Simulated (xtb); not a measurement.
xtb input (GFN2-xTB):

```bash
xtb mol.xyz --gfn 2 --sp --chrg 0 --uhf 0
```
mol.xyz:
```
3

Cd     0.00000000     0.00000000     0.00000000
Cl    -0.00000000    -0.00000000    -2.28505610
Cl     0.00000000     0.00000000     2.28505610
```

Output:

```
           -------------------------------------------------
          |                Calculation Setup                |
           -------------------------------------------------

           -------------------------------------------------
          |                 G F N 2 - x T B                 |
           -------------------------------------------------

        Reference                      10.1021/acs.jctc.8b01176
      * Hamiltonian:
        H0-scaling (s, p, d)           1.850000    2.230000    2.230000
        zeta-weighting                 0.500000
      * Dispersion:
        s8                             2.700000
        a1                             0.520000
        a2                             5.000000
        s9                             5.000000
      * Repulsion:
        kExp                           1.500000    1.000000
        rExp                           1.000000
      * Coulomb:
        alpha                          2.000000
        third order                    shell-resolved
        anisotropic                    true
        a3                             3.000000
        a5                             4.000000
        cn-shift                       1.200000
        cn-exp                         4.000000
        max-rad                        5.000000

          ...................................................
          :                      SETUP                      :
          :.................................................:
          :  # basis functions                  24          :
          :  # atomic orbitals                  22          :
          :  # shells                            8          :
          :  # electrons                        16          :
          :  max. iterations                   250          :
          :  Hamiltonian                  GFN2-xTB          :
          :  restarted?                      false          :
          :  GBSA solvation                  false          :
          :  PC potential                    false          :
          :  electronic temp.          300.0000000     K    :
          :  accuracy                    1.0000000          :
          :  -> integral cutoff          0.2500000E+02      :
          :  -> integral neglect         0.1000000E-07      :
          :  -> SCF convergence          0.1000000E-05 Eh   :
          :  -> wf. convergence          0.1000000E-03 e    :
          :  Broyden damping             0.4000000          :
          :  net charge                          0          :
          :  unpaired electrons                  0          :
          ...................................................

 iter      E             dE          RMSdq      gap      omega  full diag
   1     -9.6531626 -0.965316E+01  0.300E+01    5.74       0.0  T
   2     -9.7384119 -0.852493E-01  0.166E+01    3.67       1.0  T
   3     -9.7075453  0.308666E-01  0.499E+00    4.92       1.0  T
   4     -9.7495999 -0.420545E-01  0.989E-01    3.79       1.0  T
   5     -9.7451621  0.443780E-02  0.168E+00    4.26       1.0  T
   6     -9.7509891 -0.582698E-02  0.216E-01    3.90       1.0  T
   7     -9.7510714 -0.823746E-04  0.829E-02    3.94       1.0  T
   8     -9.7510748 -0.335951E-05  0.342E-02    3.93       1.7  T
   9     -9.7510755 -0.675651E-06  0.607E-03    3.94       9.5  T
  10     -9.7510755 -0.523808E-07  0.147E-03    3.94      39.4  T
  11     -9.7510755 -0.942268E-09  0.143E-04    3.94     404.0  T
  12     -9.7510755 -0.171667E-10  0.220E-05    3.94    2628.6  T

   *** convergence criteria satisfied after 12 iterations ***

         #    Occupation            Energy/Eh            Energy/eV
      -------------------------------------------------------------
         1        2.0000           -1.0721491             -29.1747
         2        2.0000           -1.0514076             -28.6103
         3        2.0000           -0.5272231             -14.3465
         4        2.0000           -0.4463099             -12.1447
         5        2.0000           -0.4463099             -12.1447
         6        2.0000           -0.4405623             -11.9883
         7        2.0000           -0.4341711             -11.8144
         8        2.0000           -0.4341711             -11.8144 (HOMO)
         9                         -0.2894978              -7.8776 (LUMO)
        10                         -0.0910248              -2.4769
        11                         -0.0910248              -2.4769
        12                          0.0207283               0.5640
        13                          0.0215504               0.5864
       ...                                ...                  ...
        22                          0.7631960              20.7676
      -------------------------------------------------------------
                  HL-Gap            0.1446733 Eh            3.9368 eV
             Fermi-level           -0.3618344 Eh           -9.8460 eV

 SCC (total)                   0 d,  0 h,  0 min,  0.003 sec
 SCC setup                      ...        0 min,  0.000 sec (  3.321%)
 Dispersion                     ...        0 min,  0.000 sec (  0.884%)
 classical contributions        ...        0 min,  0.000 sec (  0.614%)
 integral evaluation            ...        0 min,  0.001 sec ( 16.347%)
 iterations                     ...        0 min,  0.002 sec ( 56.604%)
 molecular gradient             ...        0 min,  0.001 sec ( 18.175%)
 printout                       ...        0 min,  0.000 sec (  3.751%)

         :::::::::::::::::::::::::::::::::::::::::::::::::::::
         ::                     SUMMARY                     ::
         :::::::::::::::::::::::::::::::::::::::::::::::::::::
         :: total energy              -9.747199076307 Eh    ::
         :: gradient norm              0.004082668312 Eh/a0 ::
         :: HOMO-LUMO gap              3.936762083774 eV    ::
         ::.................................................::
         :: SCC energy                -9.751075749293 Eh    ::
         :: -> isotropic ES            0.064989650648 Eh    ::
         :: -> anisotropic ES          0.005650496372 Eh    ::
         :: -> anisotropic XC          0.003022780362 Eh    ::
         :: -> dispersion             -0.001832856906 Eh    ::
         :: repulsion energy           0.003876672986 Eh    ::
         :: add. restraining           0.000000000000 Eh    ::
         :: total charge              -0.000000000000 e     ::
         :::::::::::::::::::::::::::::::::::::::::::::::::::::

           -------------------------------------------------
          |                Property Printout                |
           -------------------------------------------------

    * Orbital Energies and Occupations

         #    Occupation            Energy/Eh            Energy/eV
      -------------------------------------------------------------
         1        2.0000           -1.0721491             -29.1747
         2        2.0000           -1.0514076             -28.6103
         3        2.0000           -0.5272231             -14.3465
         4        2.0000           -0.4463099             -12.1447
         5        2.0000           -0.4463099             -12.1447
         6        2.0000           -0.4405623             -11.9883
         7        2.0000           -0.4341711             -11.8144
         8        2.0000           -0.4341711             -11.8144 (HOMO)
         9                         -0.2894978              -7.8776 (LUMO)
        10                         -0.0910248              -2.4769
        11                         -0.0910248              -2.4769
        12                          0.0207283               0.5640
        13                          0.0215504               0.5864
Note: The following floating-point exceptions are signalling: IEEE_UNDERFLOW_FLAG IEEE_DENORMAL
normal termination of xtb
        14                          0.0215504               0.5864
        15                          0.0223397               0.6079
        16                          0.0223397               0.6079
        17                          0.0239244               0.6510
        18                          0.0239244               0.6510
        19                          0.0239245               0.6510
       ...                                ...                  ...
        22                          0.7631960              20.7676
      -------------------------------------------------------------
                  HL-Gap            0.1446733 Eh            3.9368 eV
             Fermi-level           -0.3618344 Eh           -9.8460 eV

     #   Z          covCN         q      C6AA      α(0)
     1  48 Cd       1.548     0.434   191.264    26.546
     2  17 Cl       0.774    -0.217   105.832    15.737
     3  17 Cl       0.774    -0.217   105.832    15.737

 Mol. C6AA /au·bohr⁶  :       1173.618893
 Mol. C8AA /au·bohr⁸  :      70464.147722
 Mol. α(0) /au        :         58.019198

Wiberg/Mayer (AO) data.
largest (>0.10) Wiberg bond orders for each atom

 ---------------------------------------------------------------------------
     #   Z sym  total        # sym  WBO       # sym  WBO       # sym  WBO
 ---------------------------------------------------------------------------
     1  48 Cd   1.904 --     2 Cl   0.952     3 Cl   0.952
     2  17 Cl   1.239 --     1 Cd   0.952     3 Cl   0.287
     3  17 Cl   1.239 --     1 Cd   0.952     2 Cl   0.287
 ---------------------------------------------------------------------------

Topologies differ in total number of bonds
Writing topology from bond orders to xtbtopo.mol

molecular dipole:
                 x           y           z       tot (Debye)
 q only:        0.000       0.000      -0.000
   full:        0.000      -0.000      -0.000       0.000
molecular quadrupole (traceless):
                xx          xy          yy          xz          yz          zz
 q only:        4.044       0.000       4.044       0.000       0.000      -8.087
  q+dip:        4.652       0.000       4.652       0.000      -0.000      -9.304
   full:        6.126       0.000       6.126       0.000      -0.000     -12.253

           -------------------------------------------------
          | TOTAL ENERGY               -9.747199076307 Eh   |
          | GRADIENT NORM               0.004082668312 Eh/α |
          | HOMO-LUMO GAP               3.936762083774 eV   |
           -------------------------------------------------

------------------------------------------------------------------------
------------------------------------------------------------------------
 total:
 SCF:
```
